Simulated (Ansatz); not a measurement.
Gas-phase electronic energies from Ansatz, PBE0-D4/def2-TZVP geometries. CCSD(T)/CBS adds triple-zeta CCSD(T) − MP2 to the extrapolated MP2 energy (def2 sets, frozen cores). This one scheme is used for every species. Functionals use def2-TZVPP. B3LYP here is the variant with VWN-RPA as its local correlation; programs differ in this. For Ge outer-core shells are correlated without core-valence functions, which leaves a few kJ/mol of doubt a bond. Scalar relativity is left out up to krypton. One conformer a species, not always the lowest.

Reaction (ligand exchange at the Al–O bond): `C[O][AlH][GeH3]` + H–F → `[F][AlH][GeH3]` + CH₃OH

```
             level  ΔE (kcal/mol)  difference from CCSD(T)/CBS
         r2SCAN-D4          -11.7                         -0.5
           PBE0-D4          -11.0                          0.2
          B3LYP-D4          -11.3                         -0.1
           ωB97M-V          -11.8                         -0.6
            B2PLYP          -12.2                         -1.0
            r2SCAN          -12.0                         -0.8
              PBE0          -12.1                         -0.9
             B3LYP          -13.1                         -1.9
     HF/def2-TZVPP          -14.0                         -2.8
    MP2/def2-TZVPP          -10.4                          0.8
SCS-MP2/def2-TZVPP          -11.3                         -0.1
CCSD(T)/def2-TZVPP          -10.9                          0.3
    MP2/def2-QZVPP          -10.7                          0.5
SCS-MP2/def2-QZVPP          -11.6                         -0.4
      HF/CBS(def2)          -14.5                         -3.3
    CCSD/CBS(def2)          -11.7                         -0.5
       CCSD(T)/CBS          -11.2                            0
```

Largest T1 diagnostic among the species: 0.013.

In def2-TZVPP, CCSD(T) changes the Hartree–Fock value by +3.2 kcal/mol (the triples alone add +0.5 kcal/mol) and MP2 by +3.6 kcal/mol. The D4 term adds +1.8 kcal/mol with B3LYP and +1.0 kcal/mol with PBE0; it sums over pairs of atoms, weighted by their polarisabilities, and B3LYP, whose exchange is more repulsive, gets the larger term.
